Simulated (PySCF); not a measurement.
Os(Cp)2, C₁₀H₁₀Os, singlet at its GFN2-xTB optimised geometry (Å):

```
21

Os    -0.0238     0.0163     0.0000
C      1.7777     0.2604    -1.3287
C      2.2280     0.0163     0.0000
C      1.7778     1.0891     0.8212
C      1.0494     1.9961     0.0000
C      1.0493     1.4839    -1.3287
H      2.0591    -0.3065    -2.2043
H      2.9083    -0.7667     0.3019
H      2.0592     1.2567     1.8507
H      0.6853     2.9675     0.3016
H      0.6852     2.0013    -2.2044
C     -1.2230    -1.1793     1.4842
C     -1.0110    -1.9809     0.3265
C     -1.6459    -1.3396    -0.7750
C     -2.2502    -0.1416    -0.2981
C     -1.9889    -0.0426     1.0981
H     -0.9707    -1.4557     2.4977
H     -0.5710    -2.9675     0.3139
H     -1.7684    -1.7577    -1.7636
H     -2.9083     0.5017    -0.8639
H     -2.4153     0.6884     1.7697
```

Level of theory: PBE0/def2-SVP, def2 effective core potentials past Kr in PySCF. The core electrons that the potentials of Os replace are not part of the density. Cells within 0.4 Å of a nucleus heavier than hydrogen are left out (blank, or x).

Map of the electron localisation function on the plane z = 0.0 Å:

```
|00000000000000000000000000000|
|00000000000000000000000000000|
|00000000000000144200000000000|
|00000000000002799830000000000|
|00000000000005999961000000000|
|00000000000005999983100000000|
|00000000000003899975310000000|
|00000000000001699766520000000|
|0000000000001256xx17520000000|
|0000000000012256xx37521000000|
|00000000001232366566432100000|
|00001221111233223333564210000|
|00002454443247542125776521000|
|00002565575148x86145x26531000|
|00012562x6516xxx5162xx7741000|
|00013563x43178x84265x69984000|
|00013566642124564256799997100|
|00001345533332244333699998200|
|00000113467766433211389997000|
|00000013688x36532100037872000|
|00000012687x37521000001210000|
|00000002466799820000000000000|
|00000001236999960000000000000|
|00000000116999981000000000000|
|00000000004999981000000000000|
|00000000002799940000000000000|
|00000000000245200000000000000|
|00000000000000000000000000000|
|00000000000000000000000000000|
```
Scale: ten equal steps from 0.000 (start of '0') to 0.996 (end of '9'), in the order '0123456789'; x runs from -5.00 to 5.00, y from -5.00 (bottom) to 5.00 (top).
